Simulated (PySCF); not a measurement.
GeBr₃, SMILES [Br][Ge]([Br])[Br], multiplicity 2.

Geometry: ωB97X-D3(BJ)/def2-SVP.

All values below come from ωB97X/def2-TZVP run with PySCF.

Task: Estimate the frontier levels, dipole moment and polarisability. (An estimate is asked for; the answer gives what the named calculation found.)

Result: 
```yaml
"α spin, highest occupied and lowest empty level": -9.27 and 0.58 eV
"β spin, highest occupied and lowest empty level": -10.94 and -2.94 eV
dipole_moment: 0.87 D
quadrupole, principal values (traceless, Buckingham form, about the centre of nuclear charge): -1.20, -1.20, 2.40 D·Å
mean_static_polarisability: 91.2 bohr³ (13.51 Å³)
polarisability_principal_values: 63.8, 104.9, 104.9 bohr³
"⟨S²⟩": 0.758 (pure state 0.75)
```
